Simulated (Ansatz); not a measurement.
One change: `[F][Zr]([F])([F])[F]` becomes `[F][Zr]([F])([F])[Cl]`.

Ansatz, PBE0-D4/def2-TZVP geometries, multiplicity 1. 

Elements past krypton have def2 core potentials.

```json
{"property": "HOMO energy (PBE/def2-TZVPP) / eV", "`[F][Zr]([F])([F])[F]`": "-10.14"}
{"property": "LUMO energy (B3LYP/def2-TZVPP) / eV", "`[F][Zr]([F])([F])[F]`": "-1.51"}
{"property": "HOMO energy (B3LYP/def2-TZVPP) / eV", "`[F][Zr]([F])([F])[F]`": "-11.90"}
{"property": "size of the dipole moment (PBE/def2-TZVPP) / D", "`[F][Zr]([F])([F])[F]`": "0.00"}
{"property": "size of the dipole moment (B3LYP/def2-TZVPP) / D", "`[F][Zr]([F])([F])[F]`": "0.00"}
{"property": "LUMO energy (PBE0/def2-TZVPP) / eV", "`[F][Zr]([F])([F])[F]`": "-1.21"}
```

Give the same properties after the change, and the shifts. (Best estimate.)

Computed: 
```csv
property,`[F][Zr]([F])([F])[Cl]`,shift
HOMO energy (PBE/def2-TZVPP) / eV,-8.52,1.62
LUMO energy (B3LYP/def2-TZVPP) / eV,-1.97,-0.46
HOMO energy (B3LYP/def2-TZVPP) / eV,-9.71,2.19
size of the dipole moment (PBE/def2-TZVPP) / D,0.17,0.17
size of the dipole moment (B3LYP/def2-TZVPP) / D,0.09,0.09
LUMO energy (PBE0/def2-TZVPP) / eV,-1.71,-0.50
```

With PBE0 the HOMO rises by 2.20 eV and the LUMO falls by 0.50 eV, so the gap narrows by about 2.70 eV. PBE moves the HOMO by 1.62 eV and ωB97M-V by 2.46 eV.

B3LYP here is the variant with VWN-RPA as its local correlation; programs differ in this.
